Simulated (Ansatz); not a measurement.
System: C$_{3}$H$_{5}$Cl, charge 0, multiplicity 1. 
Structure (B3LYP-D3(BJ)/def2-TZVP (Ansatz, an electronic-structure program) minimum search):
```xyz
9

C     -2.4001     0.0573    -0.0666
C     -0.9526     0.4339    -0.0613
C      0.0292    -0.4473     0.0387
Cl     1.7132    -0.0083     0.0448
H     -2.8847     0.3888    -0.9890
H     -2.9297     0.5371     0.7609
H     -2.5361    -1.0211     0.0213
H     -0.7075     1.4873    -0.1443
H     -0.1263    -1.5137     0.1251
```

Quantity: vertical triplet-singlet gap (E(triplet) - E(singlet); each state is the SCF solution reached for its spin), in kcal/mol. Correlated levels leave the core frozen unless marked. Open shells are spin-unrestricted. Spin-orbit coupling is left out. Non-relativistic. CBS marks a two-point X^-3 extrapolation of the correlation energy; Hartree-Fock from the larger set. [CCSD(T)-MP2]/basis is that difference in the basis named.

| level | program | vertical triplet-singlet gap (kcal/mol) |
|---|---|---|
| B3LYP/def2-TZVPD | Ansatz | 96.4 |
| BHLYP/def2-TZVPD | Ansatz | 93.4 |
| wB97M-V/def2-TZVPD | Ansatz | [?] |
| B2PLYP/def2-TZVPD | Ansatz | [?] |
| SCS-MP2/aug-cc-pV(D+d)Z | Ansatz | 107.1 |
| SCS-MP2/aug-cc-pV(T+d)Z | Ansatz | 107.7 |
| CCSD/aug-cc-pV(T+d)Z | Ansatz | [?] |
| RI-MP2/CBS(aug-cc-pV(T+d)Z,aug-cc-pV(Q+d)Z)+[CCSD(T)-MP2]/aug-cc-pV(T+d)Z | Ansatz | 102.5 |

Some entries are withheld; supply them.


- wB97M-V/def2-TZVPD, vertical triplet-singlet gap (kcal/mol): 100.7
- B2PLYP/def2-TZVPD, vertical triplet-singlet gap (kcal/mol): 99.4
- CCSD/aug-cc-pV(T+d)Z, vertical triplet-singlet gap (kcal/mol): 99.0
